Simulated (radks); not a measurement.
The numbers below are computed, except where a source is named.
Question: Ionisation ladder of arsenic, from As XXIII to As XXXIII. Each ion is in the ground configuration listed by NIST, and IE = E(next ion) - E(this ion), with E = 0 for the bare nucleus. Code: a radial shooting solver on a logarithmic mesh with Libxc functionals. Model: scalar-relativistic Kohn-Sham, LDA (Slater exchange, VWN5 correlation), spin-polarised, spherical densities, finite nucleus; open shells are filled with parallel spins first; Fermi nuclear charge, rms radius 4.0968 fm.

| species | configuration | IE, Delta-SCF (eV) | -e(HOMO) (eV) | HOMO |
|---|---|---|---|---|
| As XXIII | [Ne] 3s1 | 958.77 | 939.23 | 3s up |
| As XXIV | [Ne] | ? | 2304.3 | 2p |
| As XXV | [He] 2s2 2p5 | 2493.4 | 2430.6 | 2p down |
| As XXVI | [He] 2s2 2p4 | 2618.9 | 2557.0 | 2p down |
| As XXVII | [He] 2s2 2p3 | 2791.5 | 2724.4 | 2p up |
| As XXVIII | [He] 2s2 2p2 | ? | 2859.6 | 2p up |
| As XXIX | [He] 2s2 2p1 | ? | 2994.7 | 2p up |
| As XXX | [He] 2s2 | 3280.3 | 3230.4 | 2s |
| As XXXI | [He] 2s1 | 3410.2 | 3360.3 | 2s up |
| As XXXII | [He] | ? | 14231.2 | 1s |
| As XXXIII | 1s1 | 14999.0 | 14794.7 | 1s up |

Estimate the withheld Delta-SCF values.

Answer: As XXIV: 2366.9 eV (NIST 2357); As XXVIII: 2926.9 eV (NIST 2938); As XXIX: 3060.8 eV (NIST 3088); As XXXII: 14433.3 eV (NIST 14447.7).
